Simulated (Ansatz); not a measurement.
`[F][Sn]([F])([F])[GeH3]` + H–F → `[F][Sn]([F])([F])[F]` + GeH₄  (cleavage of the Sn–Ge bond)

Program: Ansatz. Geometries: PBE0-D4/def2-TZVP. ΔE: electronic, gas phase. CCSD(T)/CBS is the MP2 limit (def2-TZVPP, def2-QZVPP) plus CCSD(T) − MP2 in def2-TZVPP, frozen cores. This one scheme is used for every species. DFT in def2-TZVPP. B3LYP here is the variant with VWN-RPA as its local correlation; programs differ in this. HSE06 is defined as in plane-wave codes. def2 core potentials past Kr. For Ge, Sn outer-core shells are correlated without core-valence functions, which leaves a few kJ/mol of doubt a bond. Scalar relativity is left out up to krypton.

```
             level  ΔE (kJ/mol)  difference from CCSD(T)/CBS
            PBE-D4         52.9                          5.9
         revPBE-D4         48.2                          1.2
           BLYP-D4         47.2                          0.2
            B97M-V         18.8                        -28.2
           PBE0-D4         54.3                          7.3
          B3LYP-D4         49.6                          2.6
        r2SCAN0-D4         47.0                          0.0
          HSE06-D4         54.5                          7.5
          BHLYP-D4         48.5                          1.5
      CAM-B3LYP-D4         41.4                         -5.6
           ωB97X-V         36.1                        -10.9
           ωB97M-V         42.8                         -4.2
            B2PLYP         40.9                         -6.1
          PBE-QIDH         47.3                          0.3
               PBE         49.3                          2.3
            revPBE         45.2                         -1.8
              BLYP         41.0                         -6.0
            r2SCAN         39.1                         -7.9
              PBE0         50.9                          3.9
             B3LYP         43.7                         -3.3
           r2SCANh         42.0                         -5.0
             HSE06         51.0                          4.0
             BHLYP         40.6                         -6.4
         CAM-B3LYP         37.5                         -9.5
           LC-ωPBE         34.9                        -12.1
RPA@PBE/def2-TZVPP         34.4                        -12.6
       HF/def2-SVP         40.3                         -6.7
      MP2/def2-SVP         24.7                        -22.3
     CCSD/def2-SVP         31.7                        -15.3
  CCSD(T)/def2-SVP         31.4                        -15.6
     HF/def2-TZVPP         23.7                        -23.3
    MP2/def2-TZVPP         47.5                          0.5
SCS-MP2/def2-TZVPP         38.1                         -8.9
   CCSD/def2-TZVPP         41.8                         -5.2
CCSD(T)/def2-TZVPP         41.4                         -5.6
    MP2/def2-QZVPP         49.1                          2.1
SCS-MP2/def2-QZVPP         38.8                         -8.2
      HF/CBS(def2)         18.3                        -28.7
     MP2/CBS(def2)         53.1                          6.1
    CCSD/CBS(def2)         47.4                          0.4
       CCSD(T)/CBS         47.0                            0
```

Largest T1 diagnostic among the species: 0.015.

The D4 term adds +5.9 kJ/mol with B3LYP and +3.4 kJ/mol with PBE0; it sums over pairs of atoms, weighted by their polarisabilities, and B3LYP, whose exchange is more repulsive, gets the larger term. Leaving LDA and LC-ωPBE aside and taking each functional with its dispersion term where it has one, the values spread over 35.6 kJ/mol, from B97M-V to HSE06-D4. LDA lies +12.0 kJ/mol from PBE without D4.
